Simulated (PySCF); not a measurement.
C₂H₉OPSi.
Atom-mapped SMILES: `[CH3:1][O:2][Si@H:3]([CH3:4])[PH2:5]` (hydrogens: H6, H7, H8 on C1; H9 on Si3; H10, H11, H12 on C4; H13, H14 on P5)

The same species was optimised twice, with GFN2-xTB and with PBE0-D3(BJ)/def2-SVP (PySCF), and the same property calculations (PySCF, gas phase) were run on both structures.

```json
{"coordinate": "P5–H13 (Å)", "GFN2-xTB": "1.380", "PBE0-D3(BJ)/def2-SVP": "1.431", "change": "+0.051"}
{"coordinate": "P5–H14 (Å)", "GFN2-xTB": "1.384", "PBE0-D3(BJ)/def2-SVP": "1.430", "change": "+0.046"}
{"coordinate": "O2–Si3 (Å)", "GFN2-xTB": "1.625", "PBE0-D3(BJ)/def2-SVP": "1.667", "change": "+0.042"}
{"coordinate": "Si3–C4 (Å)", "GFN2-xTB": "1.892", "PBE0-D3(BJ)/def2-SVP": "1.862", "change": "-0.030"}
{"coordinate": "Si3–H9 (Å)", "GFN2-xTB": "1.474", "PBE0-D3(BJ)/def2-SVP": "1.500", "change": "+0.026"}
{"coordinate": "Si3–P5 (Å)", "GFN2-xTB": "2.257", "PBE0-D3(BJ)/def2-SVP": "2.274", "change": "+0.017"}
{"coordinate": "C4–H10 (Å)", "GFN2-xTB": "1.084", "PBE0-D3(BJ)/def2-SVP": "1.101", "change": "+0.017"}
{"coordinate": "C4–H11 (Å)", "GFN2-xTB": "1.085", "PBE0-D3(BJ)/def2-SVP": "1.101", "change": "+0.016"}
{"coordinate": "C4–H12 (Å)", "GFN2-xTB": "1.086", "PBE0-D3(BJ)/def2-SVP": "1.100", "change": "+0.014"}
{"coordinate": "C1–O2 (Å)", "GFN2-xTB": "1.395", "PBE0-D3(BJ)/def2-SVP": "1.398", "change": "+0.003"}
{"coordinate": "Si3–P5–H13 (°)", "GFN2-xTB": "95.4", "PBE0-D3(BJ)/def2-SVP": "92.1", "change": "-3.3"}
{"coordinate": "C1–O2–Si3 (°)", "GFN2-xTB": "127.3", "PBE0-D3(BJ)/def2-SVP": "124.0", "change": "-3.3"}
{"coordinate": "O2–Si3–C4 (°)", "GFN2-xTB": "104.7", "PBE0-D3(BJ)/def2-SVP": "107.2", "change": "+2.5"}
{"coordinate": "Si3–P5–H14 (°)", "GFN2-xTB": "95.7", "PBE0-D3(BJ)/def2-SVP": "94.4", "change": "-1.3"}
{"coordinate": "C4–Si3–P5 (°)", "GFN2-xTB": "110.7", "PBE0-D3(BJ)/def2-SVP": "109.6", "change": "-1.1"}
{"coordinate": "O2–Si3–P5 (°)", "GFN2-xTB": "107.9", "PBE0-D3(BJ)/def2-SVP": "108.9", "change": "+1.0"}
{"coordinate": "P5–Si3–H9 (°)", "GFN2-xTB": "111.8", "PBE0-D3(BJ)/def2-SVP": "110.8", "change": "-1.0"}
{"coordinate": "Si3–C4–H10 (°)", "GFN2-xTB": "111.0", "PBE0-D3(BJ)/def2-SVP": "110.1", "change": "-0.9"}
{"coordinate": "C1–O2–Si3–C4 (°)", "GFN2-xTB": "158", "PBE0-D3(BJ)/def2-SVP": "176", "change": "+18"}
```

Rotational constants: A = 3082, B = 2573, C = 1556 MHz (GFN2-xTB) against A = 3171, B = 2412, C = 1501 MHz (PBE0-D3(BJ)/def2-SVP). Point groups within 0.08 Å: C1 and C1. End groups have turned between the structures, so H6, H7, H8 are left out of the comparison.

On the GFN2-xTB structure: HOMO (eV) -7.23 [PBE0/pcSseg-1]; LUMO (eV) 0.50 [PBE0/pcSseg-1]; dipole (D) 0.85 [PBE0/pcSseg-1]; GIAO shielding of C1 (ppm) 132.9 [PBE0/pcSseg-1]; GIAO shielding of O2 (ppm) 324.1 [PBE0/pcSseg-1]; GIAO shielding of Si3 (ppm) 342.4 [PBE0/pcSseg-1]; GIAO shielding of C4 (ppm) 185.3 [PBE0/pcSseg-1]; GIAO shielding of P5 (ppm) 607.0 [PBE0/pcSseg-1].

Problem. What do these properties become on the PBE0-D3(BJ)/def2-SVP structure?

Solution. 
```json
{"property": "HOMO (eV)", "level": "PBE0/pcSseg-1", "on GFN2-xTB": "-7.23", "on PBE0-D3(BJ)/def2-SVP": "-7.25", "change": "-0.02"}
{"property": "LUMO (eV)", "level": "PBE0/pcSseg-1", "on GFN2-xTB": "0.50", "on PBE0-D3(BJ)/def2-SVP": "0.48", "change": "-0.02"}
{"property": "dipole (D)", "level": "PBE0/pcSseg-1", "on GFN2-xTB": "0.85", "on PBE0-D3(BJ)/def2-SVP": "1.14", "change": "+0.29"}
{"property": "energy, GFN2-xTB geometry as zero (kcal/mol)", "level": "PBE0/pcSseg-1", "on GFN2-xTB": "0.0", "on PBE0-D3(BJ)/def2-SVP": "-2.8", "change": "-2.8"}
{"property": "GIAO shielding of C1 (ppm)", "level": "PBE0/pcSseg-1", "on GFN2-xTB": "132.9", "on PBE0-D3(BJ)/def2-SVP": "131.3", "change": "-1.6"}
{"property": "GIAO shielding of O2 (ppm)", "level": "PBE0/pcSseg-1", "on GFN2-xTB": "324.1", "on PBE0-D3(BJ)/def2-SVP": "317.3", "change": "-6.8"}
{"property": "GIAO shielding of Si3 (ppm)", "level": "PBE0/pcSseg-1", "on GFN2-xTB": "342.4", "on PBE0-D3(BJ)/def2-SVP": "335.3", "change": "-7.1"}
{"property": "GIAO shielding of C4 (ppm)", "level": "PBE0/pcSseg-1", "on GFN2-xTB": "185.3", "on PBE0-D3(BJ)/def2-SVP": "184.2", "change": "-1.1"}
{"property": "GIAO shielding of P5 (ppm)", "level": "PBE0/pcSseg-1", "on GFN2-xTB": "607.0", "on PBE0-D3(BJ)/def2-SVP": "582.6", "change": "-24.4"}
```

The heavy atoms differ by 0.119 Å rms after alignment. Among the bonds compared P5–H13 changes most (+0.051 Å). Changes are differences of the printed values. Neither structure is proved a minimum here.

The values belong to the conformer `[CH3:1][O:2][Si@H:3]([CH3:4])[PH2:5]`: C1–O2–Si3–C4 176°, H–P5–Si3–O2 -179°, H–P5–Si3–O2 -86°.
